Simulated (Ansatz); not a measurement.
Reaction (substitution at a C–N bond): `CN=C(O)O` + `[OH][Ti]([F])([Cl])[SeH]` → `C[Se][Ti]([OH])([F])[Cl]` + `N=C(O)O`

Calculated with Ansatz (gas phase, PBE0-D4/def2-TZVP geometries, no zero-point term in ΔE). CBS: MP2 limit from def2 TZ/QZ plus the TZ coupled-cluster correction, frozen cores. DFT in def2-TZVPP. B3LYP here is the variant with VWN-RPA as its local correlation; programs differ in this. For Se, Ti outer-core shells are correlated without core-valence functions, which leaves a few kJ/mol of doubt a bond. Scalar relativity is left out up to krypton. Each species was taken in one conformer, which may not be the lowest.

`CN=C(O)O`:

Z-matrix (Å, degrees):
```
C
N 1 1.441
H 1 1.090 2 109.4
H 1 1.100 2 112.8 3 -118.6
H 1 1.100 2 112.7 3 118.6
C 2 1.262 1 118.1 3 179.6
O 6 1.332 2 122.1 1 180.0
O 6 1.338 2 128.9 1 -0.1
H 7 0.965 6 105.4 2 0.0
H 8 0.963 6 108.4 2 -0.0
```

`[OH][Ti]([F])([Cl])[SeH]`:

Z-matrix (Å, degrees):
```
Ti
F 1 1.747
Cl 1 2.195 2 109.1
O 1 1.752 2 113.1 3 -124.8
Se 1 2.412 2 108.9 3 120.5
H 4 0.958 1 145.3 2 -8.3
H 5 1.473 1 89.4 2 -51.6
```

`C[Se][Ti]([OH])([F])[Cl]`:

```xyz
10

C     1.559   -0.676   -1.036
Se   -0.385   -0.942   -1.141
Ti   -0.863    0.524    0.684
O    -2.597    0.393    0.919
F     0.093   -0.022    2.050
Cl   -0.221    2.558    0.130
H     1.905   -0.812   -0.013
H     1.810    0.320   -1.397
H     2.011   -1.430   -1.676
H    -3.312    0.088    1.478
```

`N=C(O)O`:

Cartesian coordinates in Å:
```
N 0.095 -0.400 1.057
C -0.036 0.163 -0.067
O -0.321 1.459 -0.171
O 0.066 -0.342 -1.304
H 0.311 -1.388 0.992
H -0.386 1.787 0.734
H 0.272 -1.279 -1.241
```

```json
{"level": "r2SCAN-D4", "ΔE (kJ/mol)": "-23.4"}
{"level": "ωB97M-V", "ΔE (kJ/mol)": "-22.2"}
{"level": "PBE0", "ΔE (kJ/mol)": "-20.3"}
{"level": "B3LYP", "ΔE (kJ/mol)": "-21.0"}
{"level": "SCS-MP2/def2-TZVPP", "ΔE (kJ/mol)": "-27.9"}
{"level": "SCS-MP2/def2-QZVPP", "ΔE (kJ/mol)": "-28.6"}
{"level": "MP2/CBS(def2)", "ΔE (kJ/mol)": "-31.6"}
{"level": "CCSD/CBS(def2)", "ΔE (kJ/mol)": "-25.1"}
```

(1) What does CCSD(T)/CBS give? (An estimate is asked.)

Largest T1 diagnostic among the species: 0.023, so the coupled-cluster value is less sure than usual.

Results:

(1) Computed: -27.3 kJ/mol. The listed levels differ from it by 3.9, 5.1, 7.0, 6.3, -0.6, -1.3, -4.3, 2.2 kJ/mol.

In def2-TZVPP, CCSD(T) changes the Hartree–Fock value by −8.3 kJ/mol (the triples alone add −2.2 kJ/mol) and MP2 by −12.6 kJ/mol. The D4 term adds −3.5 kJ/mol with B3LYP and −2.0 kJ/mol with PBE0; it sums over pairs of atoms, weighted by their polarisabilities, and B3LYP, whose exchange is more repulsive, gets the larger term.
